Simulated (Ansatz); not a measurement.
Molecule: sum formula SiH3S (charge -1, singlet). It need not be the lowest isomer of its formula. Whether it binds its extra electron was not tested at this geometry. 
Geometry from a B3LYP-D3(BJ)/def2-TZVP (Ansatz, a quantum-chemistry and plane-wave program) optimisation:
```
Si
H 1 1.5124
H 1 1.5124 2 101.44
H 1 1.5124 2 101.44 3 -104.32
S 1 2.0449 2 116.65 3 127.84
```
Charge -1, spin multiplicity 1.

Basis-set convergence of Hartree-Fock and CCSD(T) correlation energies (hartree) with Ansatz. Valence correlation only, unless marked. Spin-orbit coupling is left out. Non-relativistic. This anion needs diffuse functions, which these sets lack.

| basis | functions | E(HF) | E(corr, CCSD(T)) |
|---|---|---|---|
| def2-SVP | 51 | -688.03881 | -0.27677 |
| def2-TZVPP | 126 | -688.28991 | -0.36765 |
| def2-QZVPP | 230 | ? | ? |

Problem. What belongs in the gaps?

Solution. 
- def2-QZVPP, E(HF): -688.31260
- def2-QZVPP, E(corr, CCSD(T)): -0.39450
